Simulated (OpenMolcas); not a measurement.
## Sb3+: effect of the active space

```json
{"Program": "OpenMolcas 26.06", "Method": "XMS-CASPT2 or its RAS form, IPEA 0.25 Eh, imaginary shift 0.1 Eh", "Basis": "ANO-RCC-VTZP", "Scalar Hamiltonian": "DKH2, point nucleus", "Spin-orbit coupling": "RASSI with atomic mean-field integrals over the reference wave functions, term energies averaged over their components"}
```

A. 2 electrons in 4 orbitals (5s 5p); 2S+1 = 3 even, 3 roots; 2S+1 = 1 even, 7 roots; 2S+1 = 3 odd, 3 roots; 2S+1 = 1 odd, 3 roots; closed shells correlated: 4d; CASPT2 step of the order of 3 core-seconds
B. 2 electrons in 9 orbitals (RAS2 5s 5p; RAS3 5d, at most 2 electrons); 2S+1 = 3 even, 3 roots; 2S+1 = 1 even, 7 roots; 2S+1 = 3 odd, 3 roots; 2S+1 = 1 odd, 3 roots; closed shells correlated: 4d; CASPT2 step about 8 core-seconds

Energies in cm⁻¹ above 5s² ¹S₀, the measured ground level; measured values from Moore, Atomic Energy Levels, vol. III, NSRDS-NBS 35 (1971 reprint of NBS Circular 467, 1958).

```csv
Level,A,B,Measured
5s² ¹S₀,0.0,0.0,0.0
5s 5p ³P°₀,66340,66180,
5s 5p ³P°₁,68420,68240,66700
5s 5p ³P°₂,73600,73420,72560
5s 5p ¹P°₁,95820,96040,95952
```

Deviations, from unrounded energies. A percentage is the sum of absolute deviations over the sum of measured energies, with the sign that they share, or ± where signs differ.

| Against measurement | Levels | A | B |
| --- | --- | --- | --- |
| mean absolute deviation (cm-1) | 3 | 960 | 830 |
| other configurations (%) | 3 | ±1.2 | +1.1 |

B lies closest to measurement on these levels. The largest miss of B in the table is 5s 5p ³P°₁, by +1500 cm-1. The ranking rests on the paired levels alone, and a cruder setting can come out closer through cancelling errors.

Between A and B the level of the table that moves most is 5s 5p ¹P°₁, by 210 cm-1 (lowest in A, highest in B). Moves below CASPT2's spread within the term are not significant.

CASPT2 does not keep the components of a term degenerate, so their means are used; among the terms shown or strongly mixed into the levels shown the widest spread is 170 cm-1 (5s 5p ¹P°, A). Over all roots computed the reference weight is 0.80 to 0.95 in A; the roots of lowest weight are the least certain, and an intruder state may touch them. Active for correlation alone: 5d; no level in the range computed is led by a configuration that fills it, so any true level of that kind is missing (holds for B). Computed and measured levels are paired by configuration, term and J; levels that our copy of the source lacks, or whose pairing is in doubt (as where it misses far off the trend of its configuration), stay unpaired and out of the deviations. Only configurations of the active space appear. Levels that lie high or do not pair safely by name in every column are left out.

° marks odd parity.
